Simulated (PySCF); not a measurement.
# Why did this PySCF run fail?

```python
from pyscf import gto, scf, mp

mol = gto.M(
    atom='Li 0 0 0; In 0 0 2.914',
    basis='x2c-svpall',
    charge=1,
    spin=1,
    symmetry=True,
    verbose=4,
)
mf = scf.UHF(mol)
mf = mf.sfx2c1e()
mf.level_shift = -0.2
mf.kernel()
mp.MP2(mf).kernel()
mf.dip_moment()
print('orbital energies (hartree):', [e[max(0, n-3):n+3].round(4) for e, n in zip(mf.mo_energy, mol.nelec)])
```

```bash
$ OMP_NUM_THREADS=1 python input.py
```

The log, shortened:

```
[earlier lines left out]
cycle= 6 E= -5884.97007077966  delta_E= -0.00094  |g|= 0.059  |ddm|= 1.06
cycle= 7 E= -5884.96981398586  delta_E= 0.000257  |g|= 0.062  |ddm|= 1.06
cycle= 8 E= -5884.96739684397  delta_E= 0.00242  |g|= 0.0601  |ddm|= 1.07
cycle= 9 E= -5884.96841635286  delta_E= -0.00102  |g|= 0.0611  |ddm|= 1.08
cycle= 10 E= -5884.97074940985  delta_E= -0.00233  |g|= 0.0578  |ddm|= 1.06
[30 cycles left out]
cycle= 41 E= -5884.96765635651  delta_E= 0.000525  |g|= 0.061  |ddm|= 1.07
cycle= 42 E= -5884.96918926714  delta_E= -0.00153  |g|= 0.0584  |ddm|= 1.07
cycle= 43 E= -5884.96956229428  delta_E= -0.000373  |g|= 0.0607  |ddm|= 1.07
cycle= 44 E= -5884.96912254604  delta_E= 0.00044  |g|= 0.0585  |ddm|= 1.08
cycle= 45 E= -5884.9705194248  delta_E= -0.0014  |g|= 0.0601  |ddm|= 1.08
cycle= 46 E= -5884.96940354346  delta_E= 0.00112  |g|= 0.0583  |ddm|= 1.07
cycle= 47 E= -5884.96944917819  delta_E= -4.56e-05  |g|= 0.0604  |ddm|= 1.07
cycle= 48 E= -5884.96887693033  delta_E= 0.000572  |g|= 0.0586  |ddm|= 1.07
cycle= 49 E= -5884.96961171453  delta_E= -0.000735  |g|= 0.0607  |ddm|= 1.06
cycle= 50 E= -5884.96745839099  delta_E= 0.00215  |g|= 0.0595  |ddm|= 1.07
SCF not converged.
SCF energy = -5884.96745839099 after 50 cycles  <S^2> = 0.75861762  2S+1 = 2.0085991

******** <class 'pyscf.mp.ump2.UMP2'> ********
nocc = (np.int64(26), np.int64(25)), nmo = (45, 45)
Init E(MP2) = -0.0599575616501344
cycle = 1  E_corr(MP2) = -0.0594587923414963  dE = 0.000498769309  norm(t2) = 0.00393759
cycle = 2  E_corr(MP2) = -0.0594738488338699  dE = -1.50564924e-05  norm(t2) = 0.000170087
cycle = 3  E_corr(MP2) = -0.059473528193305  dE = 3.20640565e-07  norm(t2) = 1.13746e-05
cycle = 4  E_corr(MP2) = -0.05947354094013  dE = -1.2746825e-08  norm(t2) = 6.74035e-07
E(UMP2) = -5885.02693193193  E_corr = -0.05947354094013
E(SCS-UMP2) = -5885.02740447908  E_corr = -0.0599460880942461
E_corr(same-spin) = -0.0131794165775884
E_corr(oppo-spin) = -0.0462941243625416
Dipole moment(X, Y, Z, Debye):  0.00000, -0.00000,  4.49780
orbital energies (hartree): [array([-1.2383, -0.6302, -0.4666, -0.3626, -0.3626, -0.27  ]), array([-1.2356, -1.234 , -0.5885, -0.3591, -0.3519, -0.3519])]
```

Task: Which setting is at fault, why, and what does a mended input give?

Result: The level shift (hartree) (-0.2): a negative shift narrows the gap and lets the occupation swap. With this edit
```diff
- mf.level_shift = -0.2
```
the run finishes: E(SCF) = -5885.000246 Eh, 11 cycles, E(MP2) − E(SCF) = -0.05867 Eh, ⟨S²⟩ = 0.768.

The bond length is a typed value, not an optimised one. The dipole of an ion depends on the origin. No search for the lowest solution was made.
